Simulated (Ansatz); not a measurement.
# Ligand exchange: GeH2(CH3)Br + C2H7AlS → GeH2(CH3)(SH) + C2H6AlBr

Species: GeH2(CH3)Br, singlet; C2H7AlS `C[CH2][AlH][SH]`, singlet; GeH2(CH3)(SH), singlet; C2H6AlBr `C[CH2][AlH][Br]`, singlet. The partners trade Br for SH: Ge–Br and Al–SH bonds give way to Ge–SH and Al–Br.

Shapes, held fixed at every level: PBE0-D4/def2-TZVP. Flexible molecules stand in one conformer, not always the lowest. Programs: Ansatz 0.2.0. The zero-point and thermal change to 298 K, harmonic and unscaled (PBE0-D4/def2-TZVP), is -0.1 kJ/mol.

Question: Estimate ΔH(298 K) of this reaction.

Answer: The highest level, CCSD(T)/def2-TZVPP, gives ΔH(298 K) = -9.5 kJ/mol; the levels span -12.7 to -8.0. The column of differences is taken from that level and isn't an error. No measured value is set beside it here. Relativity is left out for Br, Ge. Outer-core shells of Br, Ge are correlated, in sets that cover them unevenly.

| level | kind | ΔH(298 K) (kJ/mol) | less CCSD(T)/def2-TZVPP |
| --- | --- | --- | --- |
| HF/def2-SVP | Hartree–Fock | -12.7 | -3.2 |
| r2SCAN-D4/def2-TZVPP | meta-GGA | -8.0 | +1.5 |
| BHLYP-D4/def2-TZVPP | global hybrid | -9.0 | +0.5 |
| wB97X-V/def2-TZVPP | range-separated hybrid | -8.6 | +0.9 |
| B2PLYP/def2-TZVPP | double hybrid | -8.7 | +0.8 |
| MP2/def2-TZVPP | perturbation theory | -10.5 | -1.0 |
| CCSD/def2-SVP | coupled cluster or CI | -11.2 | -1.7 |
| CCSD(T)/def2-TZVPP | coupled cluster or CI | -9.5 | 0.0 |
